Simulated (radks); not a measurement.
Species: Nd I. Configuration: [Xe] 4f4 6s2. All-electron calculation, Dirac Kohn-Sham, PBE, spin-unpolarised, spherical densities, finite nucleus; open shells fill j = l - 1/2 first; Fermi nuclear charge, rms radius 4.9123 fm. Program: a radial shooting solver on a logarithmic mesh with Libxc functionals.

Normalised radial functions P(r) = r R(r) (large component), r in bohr:

r,5s1/2,4f7/2
0.004588,0.1127,0.0000
0.007298,0.1401,0.0000
0.01161,0.1494,0.0000
0.01846,0.1113,0.0002
0.02936,-0.0043,0.0009
0.04669,-0.1725,0.0044
0.07485,-0.2302,0.0203
0.119,0.0313,0.0769
0.1893,0.3485,0.2333
0.3011,0.0023,0.5314
0.4789,-0.5221,0.8554
0.7617,0.1350,0.9310
1.211,0.9521,0.7083
1.927,0.6530,0.4045
3.064,0.1402,0.1797
4.873,0.0080,0.0682
7.813,0.0001,0.0186
12.43,0.0000,0.0029

5s1/2: eigenvalue -40.336 eV, 4 radial nodes at r = 0.0290, 0.115, 0.302, 0.719 bohr, <r> = 1.47 bohr, 90 % of the charge inside 2.13 bohr. 4f7/2 (empty): eigenvalue -1.440 eV, 0 radial nodes, <r> = 1.15 bohr, 90 % of the charge inside 2.06 bohr.
